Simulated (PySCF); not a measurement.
Atoms are numbered as in `[CH2:1]=[C:2]1[CH:3]=[C:4]([C:5]([CH3:6])=[S:7])[C:8]1=[CH2:9]`; H(Xn) means a hydrogen on atom n. Ha(C9) is cis to C2; Ha(C1) is cis to C3; Hb(C9) is trans to C2; Hb(C1) is trans to C3.

Geometry: GFN2-xTB; GIAO absolute shieldings from PySCF 2.14, gas phase, non-relativistic, averaged over equivalent atoms.

At PBE0/pcSseg-1 (200 basis functions, 56 s wall time on 1 thread of an Arm Neoverse N1, shared host):
```json
{"atoms": "C5", "σ (ppm)": "-63.0"}
{"atoms": "C4", "σ (ppm)": "30.2"}
{"atoms": "C2", "σ (ppm)": "30.9"}
{"atoms": "C8", "σ (ppm)": "35.8"}
{"atoms": "C3", "σ (ppm)": "39.7"}
{"atoms": "C1", "σ (ppm)": "72.7"}
{"atoms": "C9", "σ (ppm)": "78.2"}
{"atoms": "C6", "σ (ppm)": "146.7"}
{"atoms": "S7", "σ (ppm)": "-696.8"}
{"atoms": "H(C3)", "σ (ppm)": "24.59"}
{"atoms": "Hb(C9)", "σ (ppm)": "25.45"}
{"atoms": "Ha(C1)", "σ (ppm)": "26.04"}
{"atoms": "Hb(C1)", "σ (ppm)": "26.04"}
{"atoms": "Ha(C9)", "σ (ppm)": "26.31"}
{"atoms": "H(C6)", "σ (ppm)": "28.45"}
```

Question: Estimate the result of repeating the calculation with wB97X/IGLO-II.

Answer: 
| atoms | σ at wB97X/IGLO-II | change |
| --- | --- | --- |
| C5 | -65.5 | -2.5 |
| C4 | 32.2 | +2.0 |
| C2 | 37.3 | +6.4 |
| C8 | 41.4 | +5.6 |
| C3 | 43.0 | +3.3 |
| C1 | 81.1 | +8.4 |
| C9 | 84.7 | +6.5 |
| C6 | 153.3 | +6.6 |
| S7 | -636.6 | +60.2 |
| H(C3) | 25.01 | +0.42 |
| Hb(C9) | 26.21 | +0.76 |
| Ha(C1) | 26.78 | +0.74 |
| Hb(C1) | 26.79 | +0.75 |
| Ha(C9) | 27.05 | +0.74 |
| H(C6) | 29.11 | +0.66 |

The largest change is at S7 (thione sulfur). Cost: 259 basis functions, 94 s wall time on 1 thread of an Arm Neoverse N1, shared host. The order of the carbon signals is the same at both levels.
